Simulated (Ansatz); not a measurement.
`FC(F)=[CH][AlH2]` + HCl → `FC(F)=CCl` + `[AlH3]`  (substitution at a C–Al bond)

Program: Ansatz. Geometries: PBE0-D4/def2-TZVP. ΔE: electronic, gas phase. CBS: MP2 limit from def2 TZ/QZ plus the TZ coupled-cluster correction, frozen cores. This one scheme is used for every species. Functionals use def2-TZVPP. B3LYP here is the variant with VWN-RPA as its local correlation; programs differ in this. HSE06 is defined as in plane-wave codes.

Task: Is it downhill or uphill in electronic energy at CCSD(T)/CBS, and by how much? (An estimate is asked.)

Result: The calculation gave: Uphill: ΔE = +28.2 kcal/mol.

Task: What do these levels give: B3LYP-D4, HSE06-D4, ωB97M-V, revPBE, BLYP, r2SCAN, r2SCAN0, RPA@PBE/def2-TZVPP, HF/def2-QZVPP, MP2/def2-QZVPP, MP2/CBS(def2), CCSD/CBS(def2)? (An estimate is asked.)

Result: The calculation gave: B3LYP-D4 26.9, HSE06-D4 27.0, ωB97M-V 27.8, revPBE 26.0, BLYP 26.2, r2SCAN 28.4, r2SCAN0 28.5, RPA@PBE/def2-TZVPP 27.1, HF/def2-QZVPP 27.5, MP2/def2-QZVPP 29.2, MP2/CBS(def2) 29.2, CCSD/CBS(def2) 28.3 kcal/mol.

Largest T1 diagnostic among the species: 0.012.

In def2-TZVPP, CCSD(T) changes the Hartree–Fock value by +0.8 kcal/mol (the triples alone add −0.0 kcal/mol) and MP2 by +1.7 kcal/mol. Leaving LDA and LC-ωPBE aside and taking each functional with its dispersion term where it has one, the values, not all of them listed here, spread over 3.0 kcal/mol, from revPBE-D4 to r2SCAN0-D4. From BLYP to BHLYP (50 % exact exchange), in def2-TZVPP and without D4, ΔE moves by +1.3 kcal/mol.
